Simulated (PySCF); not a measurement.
PySCF input file for C₃H₃F₄, SMILES C(F)(F)(F)C[CH]F, multiplicity 2, PBE/pcH-1. Geometry optimised at B3LYP-D3(BJ)/def2-SVP. The isomer is the one that the SMILES or the coordinates give; other isomers of the formula were not compared. One conformer was computed; it need not be the lowest.

```python
import numpy as np
from pyscf import gto, scf, dft
from pyscf.prop.hfc import uks as hfc

mol = gto.M(
    atom='''
    F     2.14100333   -0.68484112   -0.82851610
    C     1.76189924   -0.03864345    0.27891110
    C     0.45034608   -0.42879165    0.85243803
    C    -0.75801145    0.14054194    0.11483327
    F    -0.79472230   -0.26609457   -1.16196502
    F    -1.90340527   -0.24512619    0.70086971
    F    -0.73603099    1.48525925    0.11197851
    H     2.18786290    0.96448829    0.37759948
    H     0.34427127   -1.52576192    0.84957906
    H     0.38085995   -0.08014396    1.89442304
    ''',
    basis='pcH-1',
    charge=0,
    spin=1,
    max_memory=1600,
    verbose=3,
)
mf = dft.UKS(mol, xc='pbe').density_fit(auxbasis='def2-universal-jkfit')
mf.grids.level = 3
mf.conv_tol = 1e-10
mf.max_cycle = 100
mf.kernel()
fine, coarse = mf.grids, dft.Grids(mol).set(level=1).build(with_non0tab=True)
for _ in range(3):  # follow internal instabilities
    mf.grids = coarse
    mo, _, stable, _ = mf.stability(return_status=True, nroots=4)
    mf.grids = fine
    if stable:
        break
    mf.kernel(mf.make_rdm1(mo, mf.mo_occ))
A = hfc.HFC(mf).make_fcdip(mf.make_rdm1())  # Fermi contact and dipolar terms, MHz
print('atom   A(iso)/MHz   principal dipolar parts/MHz')
for i, a in enumerate(A):
    w = np.linalg.eigvalsh((a + a.T) / 2)
    print(f'{mol.atom_symbol(i):2s}{i + 1:3d} {w.mean():12.2f}', (w - w.mean()).round(2))
```

Program output:

```

WARN: HOMO -0.169737933089447 >= LUMO -0.169737933089447

converged SCF energy = -514.951542801993  <S^2> = 0.75270017  2S+1 = 2.0026984
<class 'pyscf.df.df_jk.DFUKS'> wavefunction is stable in the internal stability analysis
atom   A(iso)/MHz   principal dipolar parts/MHz
F   1       112.33 [-297.75 -264.17  561.91]
C   2       166.25 [-79.97 -78.68 158.65]
C   3       -18.03 [-2.3  -1.31  3.61]
C   4        95.98 [-6.43 -5.72 12.15]
F   5         0.12 [-7.78 -4.02 11.8 ]
F   6        20.20 [-18.76 -18.43  37.18]
F   7         0.67 [-6.41 -1.72  8.13]
H   8       -40.75 [-34.43  -2.74  37.17]
H   9        36.99 [-5.32 -4.56  9.88]
H  10        21.72 [-5.79 -4.4  10.19]
```

Self-consistency was reached.
